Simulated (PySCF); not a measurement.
## Solvent effects on NMR parameters

Atoms are numbered as in `[F:1][C:2]([F:3])([F:4])[C:5]([F:6])([F:7])[C:8]([F:9])([F:10])[C:11]([F:12])([F:13])[F:14]`.

GIAO PBE0/pcSseg-1 in PySCF 2.14.0 with density-fitted response routines on one PBE0-D3(BJ)/def2-SVP conformer, non-relativistic, equivalent nuclei averaged. Solvents enter as an IEF-PCM continuum (benzene with ε = 2.3, chloroform with ε = 4.7) around the gas-phase geometry. Shifts are referred to CFCl3, TMS computed in the same medium.

Gas phase, δ in ppm: F1/F3/F4/F12/F13/F14 -92.6, F6/F7/F9/F10 -144.7, C2/C11 123.1, C5/C8 111.6. Dipole moment 0.23 D.

Question: How does each δ change in the continuum?

Answer: 
```csv
atoms,environment,"Δδ, benzene","Δδ, chloroform"
F1/F3/F4/F12/F13/F14,fluorine of a CF3 group,+1.4,+2.2
F6/F7/F9/F10,fluorine of a CF2 group,+1.3,+2.1
C2/C11,CF3 carbon,+0.5,+0.8
C5/C8,fully substituted sp3 carbon bonded to 2 F,+0.5,+0.8
```

Changes are relative to the gas phase. The dipole moment becomes 0.25 D in benzene, 0.25 D in chloroform.

Question: Which of the listed nuclei move most (in ppm), and what does the model miss?

Answer: F1/F3/F4/F12/F13/F14 (fluorine of a CF3 group, +2.2 ppm) and F6/F7/F9/F10 (fluorine of a CF2 group, +2.1 ppm) in chloroform. A continuum only polarises the solute; specific hydrogen bonds, the anisotropy of aromatic solvents and changes of geometry or conformer are outside it.
